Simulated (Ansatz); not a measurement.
```yaml
atoms:
  - { symbol: Ni, position_ang: [0.0000, 0.0000, 0.0000] }
  - { symbol: C, position_ang: [0.0000, 0.0000, 2.4465] }
```

Basis set: pcseg-2 (spherical functions). Charge 0, multiplicity 3.

Computed with Ansatz (development build ahead of 0.2.0); each method stands on the lowest determinant of its kind that the runs found.

The atomization energy at this shape (free ground-state atoms in the same class of orbitals less the molecule, no zero-point energy) of triplet NiC:

```json
{"method": "PBE0 (unrestricted)", "atomization energy": "31.01 kcal/mol"}
```

(1) What does PBE (unrestricted) give?

## Answers

(1) 43.44 kcal/mol. Caution: the shape is not the minimum. Caution for PBE (unrestricted): the unrestricted determinant is spin contaminated. Caution for PBE0 (unrestricted): the unrestricted determinant is a mixture of spin states.
